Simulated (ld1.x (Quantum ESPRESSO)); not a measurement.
Transferability test, TM potential for Kr (Z = 36)

```json
{
 "Element": "Kr (Z = 36)",
 "Generator": "ld1.x (Quantum ESPRESSO) 7.5",
 "Type": "norm-conserving Troullier–Martins (Kleinman–Bylander form)",
 "Functional": "PBE",
 "Relativity": "scalar-relativistic",
 "Frozen core": "[Ar] 3d10",
 "Valence charge": "8",
 "Reference configuration": "4s2 4p5 (charge +1)",
 "Partial waves": "4p (bound): rc 1.40 bohr; 4d channel at 0.2 Ry: rc 1.20 bohr; 4s (bound): rc 1.30 bohr",
 "Local potential": "the s channel",
 "Core correction": "none"
}
```

Energies are relative to the spin-unpolarised reference configuration 4s2 4p5; without spin polarisation the order of configurations can differ from experiment.

```
valence configuration  charge  ΔE all-electron (eV)  error AE − PS (meV)
              4s2 4p4      +2                25.175                  -13
            4s2 4p5.5    +0.5                -8.433                 -0.1
              4s1 4p6      +1                14.508                 -2.0
              4s2 4p2      +4               112.059                  -89
```

Question: What are ΔE and the potential's error for 4s2 4p3?

Answer: ΔE = 62.249 eV all-electron; the error (AE − PS) is -47 meV.

Question: What are ΔE and the potential's error for 4s2 4p6?

Answer: ΔE = -14.289 eV all-electron; the error (AE − PS) is -3.3 meV.

Levels in the configuration 4s2 4p4:

```json
{"level": "4s", "all-electron (eV)": "-46.078", "pseudo (eV)": "-46.098"}
{"level": "4p", "all-electron (eV)": "-30.978", "pseudo (eV)": "-30.996"}
```

Note: ghost states, extra bound levels that the all-electron valence spectrum of the same l lacks: p at -405.8 eV, d at -45.4 eV. A true bound ghost makes a file unfit for plane-wave use.
